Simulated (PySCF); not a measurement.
**Potential energy of LiGe along the bond**

Set-up: PySCF, no relativity, basis sets Li 6-31G(d,p), Ge 6-31G(d,p). Energies in eV from Li + Ge in their ground configurations at the same level. All curves are PBE0. state 1: ⁴Σ⁻ (quartet), unpaired electrons σ ↑, π ↑↑; state 2: Ms = 0.5 determinant of mixed spin (⟨S²⟩ near 1.8), unpaired electrons σ ↑, π ↑↓, a mixture of terms (⟨Lz²⟩ = 2.0), a second solution, started from another occupation; state 3: Ms = 0.5 determinant of mixed spin (⟨S²⟩ near 1.8), unpaired electrons σ ↓, π ↑↑, a second solution, started from another occupation; state 4: doublet, unpaired electrons σ ↑, a mixture of terms (⟨Lz²⟩ = 2.0), a second solution, started from another occupation.

```json
{"R (Å)": "2.084", "state 1": "-1.340", "state 2": "-0.736", "state 3": "-0.671", "state 4": "0.0551"}
{"R (Å)": "2.181", "state 1": "-1.515", "state 2": "-0.917", "state 3": "-0.856", "state 4": "-0.1339"}
{"R (Å)": "2.278", "state 1": "-1.612", "state 2": "-1.021", "state 3": "-0.967", "state 4": "-0.2445"}
{"R (Å)": "2.350", "state 1": "-1.646", "state 2": "-1.062", "state 3": "-1.013", "state 4": "-0.2884"}
{"R (Å)": "2.423", "state 1": "-1.655", "state 2": "-1.077", "state 3": "-1.036", "state 4": "-0.3065"}
{"R (Å)": "2.496", "state 1": "-1.645", "state 2": "-1.073", "state 3": "-1.040", "state 4": "-0.3042"}
{"R (Å)": "2.593", "state 1": "-1.607", "state 2": "-1.045", "state 3": "-1.025", "state 4": "-0.2767"}
{"R (Å)": "2.714", "state 1": "-1.533", "state 2": "-0.984", "state 3": "-0.981", "state 4": "-0.2137"}
{"R (Å)": "2.859", "state 1": "-1.420", "state 2": "-0.886", "state 3": "-0.908", "state 4": "-0.1109"}
{"R (Å)": "3.053", "state 1": "-1.249", "state 2": "-0.736", "state 3": "-0.795", "state 4": "0.0515"}
```

Q: Put a parabola through the three lowest points of the state 1 curve and estimate Re, k and ωe (reduced mass 6.408 u; 1 eV/Å² = 0.16022 mdyn/Å; ωe = 1302.8·√(k/μ) cm⁻¹).

A: Through R = 2.35, 2.423, 2.496 Å the second-order coefficient is 1.78 eV/Å², so Re ≈ 2.421 Å, k ≈ 0.571 mdyn/Å and ωe ≈ 389 cm⁻¹. A polynomial fit of higher order to the unrounded PBE0 energies gives Re = 2.417 Å, k = 0.609 mdyn/Å, ωe = 402 cm⁻¹; anharmonicity and rounding make the difference.

The higher-order fit for each curve: state 1: Re = 2.417 Å, ωe = 402 cm⁻¹, De = 1.66 eV; state 2: Re = 2.442 Å, ωe = 382 cm⁻¹, minimum 1.08 eV below the ground-state fragments; state 3: Re = 2.479 Å, ωe = 347 cm⁻¹, minimum 1.04 eV below the ground-state fragments; state 4: Re = 2.449 Å, ωe = 387 cm⁻¹, minimum 0.308 eV below the ground-state fragments.

Spin–orbit coupling is left out. The state was picked by a PBE0 search and need not be the measured ground state.
